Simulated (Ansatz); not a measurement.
`C=C[Se][GeH3]` + H₂ → `[GeH3][SeH]` + `C=C` at 298.15 K and 1 bar (hydrogenolysis of the Se–C bond).

Calculated with Ansatz (gas phase, PBE0-D4/def2-TZVP geometries, no zero-point term in ΔE). CCSD(T)/CBS is the MP2 limit (def2-TZVPP, def2-QZVPP) plus CCSD(T) − MP2 in def2-TZVPP, frozen cores. This one scheme is used for every species. For Ge, Se outer-core shells are correlated without core-valence functions, which leaves a few kJ/mol of doubt a bond. Scalar relativity is left out up to krypton. Each species was taken in one conformer, which may not be the lowest.

| species | CCSD(T)/CBS energy (Eh) | H − E (kJ/mol) | S (J/(mol·K)) |
| --- | --- | --- | --- |
| `C=C[Se][GeH3]` | -4556.51530 | 194.8 | 362.1 |
| H₂ | -1.17544 | 35.1 | 130.4 |
| `[GeH3][SeH]` | -4479.23116 | 96.5 | 300.6 |
| `C=C` | -78.48111 | 144.6 | 218.9 |

H − E and S are ideal-gas, rigid-rotor, harmonic terms from PBE0-D4/def2-TZVP, for one conformer and one mirror image of each species. The MP2-based limit puts H₂ 0.8 mEh under its directly extrapolated value; such offsets cancel only in part. 1 Eh = 2625.50 kJ/mol, R = 8.31446 J/(mol·K).

By hand: ΔE, ΔH, ΔS and ΔG.

ΔE = (-4479.23116) + (-78.48111) − (-4556.51530) − (-1.17544) = -0.02153 Eh = -56.5 kJ/mol. Δ(H − E) = 96.5 + 144.6 − 194.8 − 35.1 = 11.2, so ΔH = -45.3 kJ/mol. ΔS = 300.6 + 218.9 − 362.1 − 130.4 = 27.0 J/(mol·K). ΔG = -45.3 − 298.15 × (27.0)/1000 = -53.4 kJ/mol.

By hand: the equilibrium constant, and the temperature at which ΔG would vanish if ΔH and ΔS stayed fixed.

log₁₀ K = −ΔG/(RT ln 10) = 9.4. ΔH and −TΔS have one sign here, so there is no such temperature.

ΔH outweighs TΔS. A doubt of 5 kJ/mol in ΔE shifts log₁₀ K by 0.9 here. Other conformers and mirror images would add mixing entropy, several J/(mol·K) or more a flexible species. Modes under 60 cm⁻¹, often nearly free rotors, make the harmonic entropy too high. These are equilibria of isolated gas molecules and say nothing of rates. Largest T1 diagnostic: 0.011 (customary marks: 0.02 for closed shells, 0.045 for open ones).
